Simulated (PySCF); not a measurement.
# Running PySCF for Cl2Ge

File input.py (PySCF 2.14):

```python
from pyscf import gto, scf, tdscf

mol = gto.M(
    atom='Ge -0.0148 -0.7032 0; Cl 0.0158 0.7438 1.732; Cl 0.0158 0.7438 -1.732',
    basis='def2-svp',
    charge=0,
    spin=0,
    symmetry=True,
    verbose=4,
)
mf = scf.UHF(mol)
mf.kernel()
td = tdscf.TDA(mf)
td.nstates = 5
td.kernel()
td.analyze()
mf.dip_moment()
print('orbital energies (hartree):', [e[max(0, n-3):n+3].round(4) for e, n in zip(mf.mo_energy, mol.nelec)])
```

```bash
$ python input.py
```

It prints (some set-up lines and the per-cycle HOMO/LUMO lines with their warnings removed):

```
PySCF version 2.14.0

[INPUT] verbose = 4
[INPUT] num. atoms = 3
[INPUT] num. electrons = 66
[INPUT] charge = 0
[INPUT] spin (= nelec alpha-beta = 2S) = 0
[INPUT] symmetry True subgroup None
[INPUT] Mole.unit = angstrom
[INPUT] Symbol           X                Y                Z      unit          X                Y                Z       unit  Magmom
[INPUT]  1 Ge    -0.014800000000  -0.703200000000   0.000000000000 AA   -0.027967946644  -1.328855410794   0.000000000000 Bohr   0.0
[INPUT]  2 Cl     0.015800000000   0.743800000000   1.732000000000 AA    0.029857672768   1.405578291451   3.273005647747 Bohr   0.0
[INPUT]  3 Cl     0.015800000000   0.743800000000  -1.732000000000 AA    0.029857672768   1.405578291451  -3.273005647747 Bohr   0.0

nuclear repulsion = 299.228952236154
point group symmetry = C2v
symmetry origin: [ 1.82100881e-03  7.97922540e-02 -1.34572488e-17]
symmetry axis x: [-9.99776473e-01  2.11424741e-02 -9.12119755e-19]
symmetry axis y: [0.00000000e+00 4.31415807e-17 1.00000000e+00]
symmetry axis z: [-2.11424741e-02 -9.99776473e-01  4.31319374e-17]
num. orbitals of irrep A1 = 28
num. orbitals of irrep A2 = 8
num. orbitals of irrep B1 = 12
num. orbitals of irrep B2 = 20
number of shells = 28
number of NR pGTOs = 146
number of NR cGTOs = 68
basis = def2-svp
ecp = {}

******** <class 'pyscf.scf.uhf_symm.SymAdaptedUHF'> ********
method = SymAdaptedUHF
initial guess = minao
damping factor = 0
level_shift factor = 0
DIIS = <class 'pyscf.scf.diis.CDIIS'>
diis_start_cycle = 1
diis_space = 8
diis_damp = 0
SCF conv_tol = 1e-09
SCF conv_tol_grad = None
SCF max_cycles = 50
direct_scf = True
direct_scf_tol = 1e-13
number electrons alpha = 33  beta = 33
Freeze 0 electrons in irreps []
    66 free electrons in irreps A1 A2 B1 B2
Set gradient conv threshold to 3.16228e-05
init E= -2992.94080303548
cycle= 1 E= -2993.82366850691  delta_E= -0.883  |g|= 0.304  |ddm|= 1.14
cycle= 2 E= -2993.8781852926  delta_E= -0.0545  |g|= 0.186  |ddm|= 0.664
cycle= 3 E= -2993.89487968801  delta_E= -0.0167  |g|= 0.0235  |ddm|= 0.213
cycle= 4 E= -2993.89550832856  delta_E= -0.000629  |g|= 0.00982  |ddm|= 0.0537
cycle= 5 E= -2993.89567272664  delta_E= -0.000164  |g|= 0.00281  |ddm|= 0.0342
cycle= 6 E= -2993.89569217758  delta_E= -1.95e-05  |g|= 0.000733  |ddm|= 0.0125
cycle= 7 E= -2993.89569368321  delta_E= -1.51e-06  |g|= 0.000158  |ddm|= 0.00342
cycle= 8 E= -2993.895693733  delta_E= -4.98e-08  |g|= 5.55e-05  |ddm|= 0.000398
cycle= 9 E= -2993.89569373996  delta_E= -6.96e-09  |g|= 2.17e-05  |ddm|= 0.000151
cycle= 10 E= -2993.89569374136  delta_E= -1.4e-09  |g|= 7.49e-06  |ddm|= 7.71e-05
cycle= 11 E= -2993.89569374155  delta_E= -1.9e-10  |g|= 2.02e-06  |ddm|= 3.05e-05
Extra cycle  E= -2993.89569374155  delta_E= -2.73e-12  |g|= 1.18e-06  |ddm|= 4.12e-06
converged SCF energy = -2993.89569374155  <S^2> = 3.881695e-11  2S+1 = 1

******** <class 'pyscf.tdscf.uhf.TDA'> for <class 'pyscf.scf.uhf_symm.SymAdaptedUHF'> ********
nstates = 5
deg_eia_thresh = 1.000e-03
wfnsym = None
conv_tol = 1e-05
eigh lindep = 1e-12
eigh level_shift = 0
eigh max_cycle = 100

Excitation energies (eV)
[2.35763463 4.29696187 5.20644737 5.78128083 5.8364188 ]

** Excitation energies and oscillator strengths **
Excited State   1:   B1      2.35763 eV    525.88 nm  f=0.0000
      27a ->   34a     -0.13137
      29a ->   34a     -0.12709
      33a ->   34a     -0.67427
      27b ->   34b      0.13137
      29b ->   34b      0.12709
      33b ->   34b      0.67426
Excited State   2:   B1      4.29696 eV    288.54 nm  f=0.0672
      33a ->   34a      0.69948
      33b ->   34b      0.69949
Excited State   3:   B2      5.20645 eV    238.14 nm  f=0.0000
      29a ->   35a      0.10292
      33a ->   35a      0.67310
      29b ->   35b     -0.10292
      33b ->   35b     -0.67310
Excited State   4:   A2      5.78128 eV    214.46 nm  f=0.0000
      32a ->   34a     -0.69556
      32b ->   34b      0.69541
Excited State   5:   B2      5.83642 eV    212.43 nm  f=0.0000
      31a ->   34a      0.69617
      31b ->   34b     -0.69612

** Transition electric dipole moments (AU) **
state          X           Y           Z        Dip. S.      Osc.
  1        -0.0000      0.0000     -0.0000      0.0000      0.0000
  2         0.7989     -0.0169      0.0000      0.6385      0.0672
  3        -0.0000     -0.0000      0.0000      0.0000      0.0000
  4         0.0000      0.0000      0.0000      0.0000      0.0000
  5         0.0000      0.0000     -0.0000      0.0000      0.0000

** Transition velocity dipole moments (imaginary part, AU) **
state          X           Y           Z        Dip. S.      Osc.
  1         0.0000     -0.0000     -0.0000      0.0000      0.0000
  2         0.0263     -0.0006     -0.0000      0.0007      0.0029
  3        -0.0000      0.0000      0.0000      0.0000      0.0000
  4         0.0000      0.0000     -0.0000      0.0000      0.0000
  5        -0.0000      0.0000      0.0000      0.0000      0.0000

** Transition magnetic dipole moments (imaginary part, AU) **
state          X           Y           Z
  1        -0.0000      0.0000      0.0000
  2        -0.0000     -0.0000     -1.3647
  3         0.0000     -0.0000      0.0000
  4        -0.0000     -0.0001      0.0000
  5         0.0000     -0.0000      0.0000
Dipole moment(X, Y, Z, Debye): -0.05981, -2.82841,  0.00000
orbital energies (hartree): [array([-0.4504, -0.4396, -0.3893, -0.0082,  0.0999,  0.1138]), array([-0.4504, -0.4396, -0.3893, -0.0082,  0.0999,  0.1138])]
```

In short: E(SCF) = -2993.895694 Eh, 11 cycles, μ(SCF) = 2.83 D, first excitations without spin–orbit coupling 2.36, 4.30, 5.21, 5.78, 5.84 eV.

Wall time 15 s on one thread of a shared host.

With symmetry on the solver can miss roots, and labels of degenerate states are those of a subgroup. No search for the lowest solution was made.
